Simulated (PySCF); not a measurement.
Geometries of 2 isomers of C3H8GeSi, from PBE0-D3(BJ)/def2-SVP geometry optimisation, gas phase (PySCF 2.14.0). One conformer each, no zero-point energy, no frequencies.

**Question.** Which isomer lies lower at this level?
A.
```xyz
13
angstrom
C     -1.418   -2.197   -0.606
C     -0.789   -1.270   -0.138
C     -0.019   -0.159    0.372
Si     1.827   -0.395   -0.008
Ge    -0.718    1.544   -0.363
H     -1.978   -3.018   -1.011
H     -0.124   -0.089    1.469
H      2.315   -1.672    0.591
H      2.031   -0.424   -1.486
H      2.596    0.749    0.573
H     -0.552    1.531   -1.890
H     -2.204    1.672    0.008
H      0.080    2.715    0.243
```
B.
```xyz
13
angstrom
C      2.750    1.135   -0.032
Si     1.579    0.383    1.225
C     -0.106    0.224    0.504
C     -1.219    0.129    0.002
Ge    -2.952   -0.021   -0.764
H      3.761    1.232    0.394
H      2.402    2.135   -0.334
H      2.810    0.504   -0.931
H      2.043   -0.976    1.636
H      1.487    1.240    2.445
H     -3.905   -0.620    0.281
H     -3.434    1.377   -1.177
H     -2.873   -0.936   -1.994
```

**Answer.** B. That is `[C]([GeH3])#C[SiH2]C`, 17.2 kcal/mol below the other.

```
                 SMILES                 atoms numbered as above       E (Eh)  relative (kcal/mol)  relative (kJ/mol)  dipole (D)
     C[SiH2]C#[C][GeH3]      [CH3:1][SiH2:2][C:3]#[C:4][GeH3:5]  -2484.60795                  0.0                0.0        0.77
C#C[C@@H]([SiH3])[GeH3]  [CH:1]#[C:2][C@@H:3]([SiH3:4])[GeH3:5]  -2484.58060                 17.2               71.8        0.52
```
